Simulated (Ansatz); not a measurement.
Relaxation of C₃H₁₁BO (16 atoms, charge 0, multiplicity 1), to a largest force component of 0.03 eV/Å in at most 50 steps.

All numbers below come from RKS BLYP/def2-SVP (Ansatz 0.2.0).

```xyz
16
Properties=species:S:1:pos:R:3
B -0.295 -0.251 -0.014
O 2.187 1.034 0.022
C 0.156 -1.762 0.137
C -0.713 0.312 -1.441
H 1.578 1.326 0.725
C -0.612 0.611 1.293
H 1.862 1.530 -0.757
H 0.598 -2.201 -0.780
H 0.851 -1.932 0.985
H -0.757 -2.363 0.366
H -0.827 1.415 -1.504
H -0.046 -0.034 -2.259
H -1.715 -0.117 -1.681
H -0.006 0.346 2.185
H -0.595 1.713 1.148
H -1.667 0.375 1.575
```

Q: Where does it end, and by what steps?

A: The forces met the threshold. After 10 steps the energy has fallen by 0.085 eV; O2 moved furthest, 0.58 Å.

```tsv
step	energy less start (eV)	largest force component (eV/Å)	accepted
0	0.0000	0.129	yes
1	0.0513	1.919	no
2	-0.0095	0.447	yes
3	-0.0210	0.410	yes
4	-0.0260	0.916	yes
5	-0.0396	0.523	yes
6	-0.0683	0.521	yes
7	-0.0792	0.245	yes
8	-0.0837	0.113	yes
9	-0.0839	0.054	yes
10	-0.0847	0.017	yes
```

```xyz
16
Properties=species:S:1:pos:R:3
B -0.111 -0.135 0.006
O 1.747 0.672 -0.083
C 0.273 -1.683 0.153
C -0.662 0.372 -1.420
H 1.774 1.264 0.696
C -0.659 0.631 1.313
H 1.681 1.283 -0.846
H 0.817 -2.095 -0.724
H 0.870 -1.909 1.062
H -0.667 -2.275 0.245
H -0.748 1.478 -1.519
H -0.090 -0.013 -2.292
H -1.698 -0.018 -1.548
H -0.104 0.395 2.248
H -0.716 1.738 1.212
H -1.705 0.296 1.497
```

Whether the end is a true minimum wasn't checked by a vibrational analysis.

Run time: 27 s on 4 threads of Arm Neoverse N1 (shared host), peak memory 0.16 GiB.
